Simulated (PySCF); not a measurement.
## Continuum solvent and chemical shifts

Numbering as in the mapped SMILES `[BH2:1]/[CH:2]=[CH:3]/[O:4][SiH3:5]`. Each H is labelled by its parent atom.

GIAO PBE0/pcSseg-1 in PySCF 2.14.0 with density-fitted response routines on one PBE0-D3(BJ)/def2-SVP conformer, non-relativistic, equivalent nuclei averaged. Solvents enter as an IEF-PCM continuum (cyclohexane with ε = 2.0, dichloromethane with ε = 8.9) around the gas-phase geometry. Shifts are referred to BF3·OEt2, TMS computed in the same medium.

Gas phase, δ in ppm: B1 67.6, C3 183.2, C2 126.1, Si5 -24.4, H(C3) 7.15, H(B1) 6.57, H(C2) 6.54, H(Si5) 4.98. Dipole moment 3.30 D.

Question: How does each δ change in the continuum?

Answer: 
```
 atoms                                                  environment  Δδ, cyclohexane  Δδ, dichloromethane
    B1                                       boron bonded to C, 2 H             -0.5                 -1.1
    C3                                 alkene carbon bearing oxygen             +2.3                 +5.1
    C2                β carbon of an enol-ether or enamine type C=C             -0.5                 -1.2
   Si5                                     silicon bonded to O, 3 H             +1.3                 +2.6
 H(C3)                  hydrogen on an alkene carbon bearing oxygen            +0.13                +0.31
 H(B1)                              hydrogen on a boron bonded to C            -0.07                -0.15
 H(C2)  hydrogen on a β carbon of an enol-ether or enamine type C=C            -0.03                -0.08
H(Si5)                            hydrogen on a silicon bonded to O            +0.02                +0.05
```

Changes are relative to the gas phase. The dipole moment becomes 3.65 D in cyclohexane, 4.04 D in dichloromethane.

Question: Which nuclei move most (in ppm), and what does the model miss?

Answer: C3 (alkene carbon bearing oxygen, +5.1 ppm) in dichloromethane. A continuum only polarises the solute; specific hydrogen bonds, the anisotropy of aromatic solvents and changes of geometry or conformer are outside it.
